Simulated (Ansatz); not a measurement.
Geometry optimisation, UHF/cc-pVDZ (Ansatz).

Input:

```yaml
crystal:
  periodic: [false, false, false]
  atoms:
    - { symbol: O, position_ang: [-1.88819, -2.07454, -0.1914] }
    - { symbol: Si, position_ang: [-0.71923, -1.05614, -0.22314] }
    - { symbol: C, position_ang: [0.67637, -0.04902, -0.36205] }
    - { symbol: Si, position_ang: [1.18425, 1.55257, 0.26988] }
    - { symbol: H, position_ang: [-1.89853, -0.63475, 0.48769] }
    - { symbol: H, position_ang: [0.52156, 2.52152, 1.13718] }
    - { symbol: H, position_ang: [2.50641, 2.00314, -0.14169] }
total_charge: 1
magnetization:
  spin_polarized: true
basis:
  gaussian: { orbitals: cc-pVDZ }
hamiltonian:
  xc: hf
relax:
  f_tol: 0.02
  max_steps: 50
```

Launched with:

```bash
$ ansatz run input.yaml --threads 2 --pin off --max-ram 3072MiB --backend cpu --events-out ev --progress --plain --runs-dir out
```

Where does it end, and by what steps?

It converged. After 15 steps the energy has fallen by 2.461 eV; O1 moved furthest, 1.25 Å.

```tsv
step	energy less start (eV)	largest force component (eV/Å)	accepted
0	0.0000	3.995	yes
1	-0.8281	2.776	yes
2	-1.6293	1.901	yes
3	-2.0533	1.274	yes
4	-2.2502	1.178	yes
5	-2.3475	0.544	yes
6	-2.4080	0.161	yes
7	-2.4421	0.145	yes
8	-2.4290	0.463	no
9	-2.4529	0.045	yes
10	-2.4424	0.338	no
11	-2.4564	0.033	yes
12	-2.4587	0.064	yes
13	-2.4598	0.120	yes
14	-2.4601	0.114	yes
15	-2.4608	0.004	yes
```

```xyz
7
Properties=species:S:1:pos:R:3
O -0.799 -2.207 -0.787
Si -1.161 -0.848 0.086
C 0.002 0.411 0.210
Si 1.253 1.596 0.253
H -2.500 -0.914 0.665
H 1.065 2.847 0.995
H 2.523 1.377 -0.447
```

Whether the end is a true minimum wasn't checked by a vibrational analysis.

The run took 12 s on 2 threads of AMD EPYC 9R45 96-Core Processor (Zen 5), with other jobs on the host, peak memory 0.26 GiB.
